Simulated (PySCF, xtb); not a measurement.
C3H4Cl2, SMILES CC=C(Cl)Cl.

Harmonic wavenumbers (cm⁻¹) from GFN2-xTB (xtb) at its own minimum, in rising order: 105, 200, 213, 264, 419, 426, 576, 793, 804, 999, 1027, 1121, 1244, 1394, 1462, 1467, 1678, 3008, 3023, 3065, 3083.

Task: What does PySCF with PBE-D3(BJ)/def2-SVP give at its own minimum? (The exact figures need the calculation; the answer reports its results.)

Result: 121, 210, 218, 287, 437, 466, 588, 786, 851, 964, 999, 1100, 1235, 1339, 1400, 1404, 1655, 2963, 3030, 3087, 3112. Paired by order, the mean absolute difference is 27 cm⁻¹ and the zero-point energies are 37.7 and 37.5 kcal/mol.
